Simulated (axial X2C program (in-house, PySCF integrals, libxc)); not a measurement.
# Worked dissociation energy of OsCl: MP2, without spin–orbit coupling

All values were computed with an in-house relativistic program for diatomic molecules. Spin-free means the one-electron spin-free X2C Hamiltonian. Basis: Os dyall-cv3z [13s14p9d6f4g], Cl dyall-av3z [9s8p3d2f] (cores contracted in-house); Gaussian nuclei, density fitting, unrestricted open shells. Masses: Os 191.961 u, Cl 34.969 u.

Molecular state: M_S = 5/2, Λ = 0 (beyond evenly filled blocks: σα, π+α, π-α, δ+α, δ-α).

Correlated methods: 15 electrons correlated (number of frozen shells: Os 5 s, 4 p, 2 d, 1 f; Cl 2 s, 1 p), 295 virtual spin orbitals or spinors in MP2.

- E(Os) (2M_S = 4, M_L = 0): -17250.411105 hartree
- E(Cl) (2M_S = 1, M_L = 1): -461.066971 hartree
- E(OsCl) at Re: -17711.594134 hartree
- ωe: 356.4 cm⁻¹
- ωexe: 1 cm⁻¹

**Question.** Work out De and D0.

**Answer.** De = -17250.411105 + (-461.066971) − (-17711.594134) = 0.11606 hartree = 3.158 eV. The zero-point energy is ωe/2 − ωexe/4 = 178 cm⁻¹ = 0.022 eV, so D0 = 3.136 eV.

Dissociation energies refer to the lowest single-determinant-based atoms at the same level and basis. The state is one determinant with fixed occupations, lowest in a PBE0 search at one distance only: followed along the bond, the 2c determinant Ω = 7/2 reaches 0.04 eV lower at PBE0, at Re = 2.148 Å, so the state shown is not the lowest. With spin–orbit coupling the lowest determinant has another configuration, so this spin-free state is a model.

Each atomic determinant is the lowest at this level and need not be a pure term. Totals compare only within one Hamiltonian and basis.
